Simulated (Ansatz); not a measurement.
`B[Si](O)(F)Cl` + H₂Te → `O[Si](F)(Cl)[TeH]` + BH₃ at 298.15 K and 1 bar (cleavage of the Si–B bond).

Computed with Ansatz on PBE0-D4/def2-TZVP structures; ΔE is electronic, products minus reactants. CBS: MP2 limit from def2 TZ/QZ plus the TZ coupled-cluster correction, frozen cores. This one scheme is used for every species. def2 core potentials past Kr. For Te outer-core shells are correlated without core-valence functions, which leaves a few kJ/mol of doubt a bond. One conformer a species, not always the lowest.

```
            species  CCSD(T)/CBS energy (Eh)  H − E (kJ/mol)  S (J/(mol·K))
    `B[Si](O)(F)Cl`               -950.56525           125.4          350.6
               H₂Te               -268.91024            41.3          228.4
`O[Si](F)(Cl)[TeH]`              -1192.94963            92.6          377.8
                BH₃                -26.55200            78.7          188.3
```

H − E and S are ideal-gas, rigid-rotor, harmonic terms from PBE0-D4/def2-TZVP, for one conformer and one mirror image of each species. 1 Eh = 2625.50 kJ/mol, R = 8.31446 J/(mol·K).

Problem. By hand: ΔE, ΔH, ΔS and ΔG.

Solution. ΔE = (-1192.94963) + (-26.55200) − (-950.56525) − (-268.91024) = -0.02614 Eh = -68.6 kJ/mol. Δ(H − E) = 92.6 + 78.7 − 125.4 − 41.3 = 4.6, so ΔH = -64.0 kJ/mol. ΔS = 377.8 + 188.3 − 350.6 − 228.4 = -12.9 J/(mol·K). ΔG = -64.0 − 298.15 × (-12.9)/1000 = -60.2 kJ/mol.

Problem. By hand: the equilibrium constant, and the temperature at which ΔG would vanish if ΔH and ΔS stayed fixed.

Solution. log₁₀ K = −ΔG/(RT ln 10) = 10.5. ΔG = 0 at ΔH/ΔS = 4961 K, far beyond where these terms or the molecules hold.

The number of gas molecules stays the same, so ΔS is small and ΔH decides. A doubt of 5 kJ/mol in ΔE shifts log₁₀ K by 0.9 here. Other conformers and mirror images would add mixing entropy, several J/(mol·K) or more a flexible species. These are equilibria of isolated gas molecules and say nothing of rates. Largest T1 diagnostic: 0.011 (customary marks: 0.02 for closed shells, 0.045 for open ones).
